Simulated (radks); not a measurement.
Spherical quantum dot in the effective-mass picture: electrons in a parabolic well V = omega^2 r^2 / 2 with omega = 0.938, all in effective atomic units (hartree* = m*/eps^2 hartree, bohr* = eps/m* bohr), one dielectric constant everywhere. Calculated with a radial shooting solver with Libxc functionals: non-relativistic Kohn-Sham, r2SCAN, spin-polarised, spherical densities, generalised Kohn-Sham scheme. Levels are named by radial order and angular momentum (1s, 1p, 1d, 2s, ...), and open shells are averaged over m. Results are scaled to m* = 0.054 and eps = 5.6, for which hartree* = 46.86 meV and bohr* = 5.488 nm.

N = 28, configuration 1s2 1p6 1d10 2s2 1f(up 7, down 1). This is the lowest configuration that the search found. Occupied and some empty levels:

| level | occupation | eigenvalue (meV) | <r> (nm) |
|---|---|---|---|
| 1s up | 1 | 579.81 | 10.36 |
| 1s down | 1 | 580.71 | 10.01 |
| 1p up | 3 | 597.49 | 12.85 |
| 1p down | 3 | 599.85 | 12.58 |
| 1d up | 5 | 617.89 | 14.50 |
| 1d down | 5 | 621.39 | 14.35 |
| 2s up | 1 | 623.04 | 12.21 |
| 2s down | 1 | 625.63 | 12.41 |
| 1f up | 7 | 640.99 | 15.76 |
| 1f down | 1 | 645.22 | 15.71 |
| 2p up | 0 | 649.98 | 13.64 |
| 2p down | 0 | 652.38 | 13.76 |
| 1g up | 0 | 666.54 | 16.82 |
| 1g down | 0 | 671.23 | 16.83 |
| 2d up | 0 | 678.25 | 15.03 |
| 2d down | 0 | 681.08 | 15.07 |

Energy (meV): total 11073.7, kinetic 1115.3, external 4075.0, Hartree 6465.5, exchange-correlation -582.06.
